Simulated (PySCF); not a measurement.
CH₄O₂, SMILES OCO. The structure is a stationary point at PBE-D3(BJ)/def2-TZVP. One conformer was computed; it need not be the lowest.

Problem. Give the equilibrium geometry at PBE-D3(BJ)/def2-TZVP (PySCF confirms it by a frequency run) as bond lengths and angles, and its point group. (An estimate is asked for; the answer gives what the named calculation found.)

Solution. One answer among several that fit: point group C2.
Atoms: O1 C2 O3 H4 H5 H6 H7. Bond lengths (Å): O1–C2 1.414, O1–H4 0.974, C2–O3 1.414, C2–H5 1.103, C2–H6 1.103, O3–H7 0.974. Bond angles (°): C2–O1–H4 107.2, O1–C2–O3 113.2, O1–C2–H5 112.2, O1–C2–H6 104.8, O3–C2–H5 104.8, O3–C2–H6 112.2, H5–C2–H6 109.9, C2–O3–H7 107.2.
Charge 0, spin multiplicity 1.
